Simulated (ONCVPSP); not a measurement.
**Pd (Z = 46), ONCV: configuration errors across variants**

ONCVPSP 4.0.1 input, shortened (lines: element, Z, core and valence counts, functional; n l f; lmax; l rc ep ncon nbas qcut; lloc lpopt rc5 dvloc0; l nproj debl; icmod fcfact rcfact), PBE, scalar-relativistic:

```
  Pd 46.00    6    4        4      upf
    1    0    2.00
    2    0    2.00
    2    1    6.00
    3    0    2.00
    3    1    6.00
    3    2   10.00
    4    0    2.00
    4    1    6.00
    4    2    9.00
    5    0    1.00
    2
    0    1.70    0.00    3    7    5.80
    1    0.95    0.00    5    8   10.30
    2    1.85    0.00    4    8    9.80
    4    5    0.90    4.00
    0    2    0.60
    1    1    1.10
    2    2    0.50
    1    0.30    0.00
```

All-electron excitation energies from the reference (eV): (1) 4s2 4p6 4d10 5s0 -1.501; (2) 4s2 4p6 4d9 5s0 7.615; (3) 4s2 4p6 4d8 5s0 28.433; (4) 4s2 4p6 4d8 5s1 12.139.

1 further variants failed, have other tests or too few solved ones, and are left out.

Errors AE − PS in meV (a dash: test not solved or not reliable):

| change | (1) | (2) | (3) | (4) | bound ghosts | GHOST(+) flags above zero |
| --- | --- | --- | --- | --- | --- | --- |
| base | -4.6 | -2.4 | -1.0 | +1.9 | none | s, d |
| d: rc 1.34 | -3.9 | -2.5 | -3.2 | -0.4 | none | s |
| d: rc 1.54 | -3.8 | -2.5 | -3.2 | -0.4 | none | s |
| d: rc 1.92 | -2.7 | -2.4 | -3.9 | -0.4 | none | s |
| d: rc 2.14 | -0.8 | -2.1 | -2.3 | +3.4 | none | s |

(1) Give the same row for: d: rc 2.62.

Results:

(1) +2.2, -1.8, -0.9, +7.1; bound ghosts: none; GHOST(+) flags above zero: s.
